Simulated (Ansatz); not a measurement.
Reaction (redistribution): `C[SiH2][AsH2]` + `F[SiH]([SiH3])S` → `[SiH3][SiH](S)[AsH2]` + `C[SiH2]F`

Computed with Ansatz on PBE0-D4/def2-TZVP structures; ΔE is electronic, products minus reactants. CBS: MP2 limit from def2 TZ/QZ plus the TZ coupled-cluster correction, frozen cores. For As outer-core shells are correlated without core-valence functions, which leaves a few kJ/mol of doubt a bond. Scalar relativity is left out up to krypton. Each species was taken in one conformer, which may not be the lowest.

`C[SiH2][AsH2]`:

Z-matrix (Å, degrees):
```
C
Si 1 1.872
H 1 1.092 2 110.8
H 1 1.093 2 110.6 3 119.9
H 1 1.092 2 110.8 3 -120.1
As 2 2.369 1 109.4 3 62.6
H 2 1.489 1 110.4 3 179.9
H 2 1.488 1 110.3 3 -60.8
H 6 1.523 2 92.2 1 -74.6
H 6 1.522 2 92.5 1 -167.0
```

`F[SiH]([SiH3])S`:

```xyz
9

F    -1.793    0.844    1.047
Si   -1.069   -0.087   -0.041
Si    1.092    0.732   -0.396
S    -0.998   -2.115    0.589
H    -1.931   -0.111   -1.247
H     1.691    0.016   -1.553
H     1.083    2.194   -0.667
H     1.907    0.462    0.819
H     0.019   -1.934    1.449
```

`[SiH3][SiH](S)[AsH2]`:

```xyz
11

Si   -0.375    1.735    0.016
Si   -0.520   -0.595    0.054
S    -0.694   -1.158    2.116
As    1.377   -1.653   -0.889
H    -0.273    2.175   -1.401
H    -1.562    2.378    0.641
H     0.851    2.156    0.745
H    -1.702   -1.064   -0.722
H    -0.691   -2.482    1.885
H     2.329   -0.643   -0.265
H     1.259   -0.850   -2.179
```

`C[SiH2]F`:

Cartesian coordinates in Å:
```
C 0.560 -0.806 -0.078
Si -0.467 0.732 0.046
F -1.764 0.434 0.941
H -0.004 -1.618 -0.542
H 1.447 -0.616 -0.690
H 0.893 -1.136 0.908
H 0.279 1.834 0.703
H -0.945 1.177 -1.288
```

```json
{"species": "`C[SiH2][AsH2]`", "CCSD(T)/def2-TZVPP energy (Eh)": "-2565.76628"}
{"species": "`F[SiH]([SiH3])S`", "CCSD(T)/def2-TZVPP energy (Eh)": "-1078.67455"}
{"species": "`[SiH3][SiH](S)[AsH2]`", "CCSD(T)/def2-TZVPP energy (Eh)": "-3214.53931"}
{"species": "`C[SiH2]F`", "CCSD(T)/def2-TZVPP energy (Eh)": "-429.90582"}
```

Task: Work out ΔE.

Result: ΔE = (-3214.53931) + (-429.90582) − (-2565.76628) − (-1078.67455) = -0.00430 Eh = -0.12 eV. CCSD(T)/CBS gives -0.13 eV.

Largest T1 diagnostic among the species: 0.013.

The D4 term adds −0.04 eV with B3LYP and −0.02 eV with PBE0; it sums over pairs of atoms, weighted by their polarisabilities, and B3LYP, whose exchange is more repulsive, gets the larger term.

B3LYP here is the variant with VWN-RPA as its local correlation; programs differ in this.
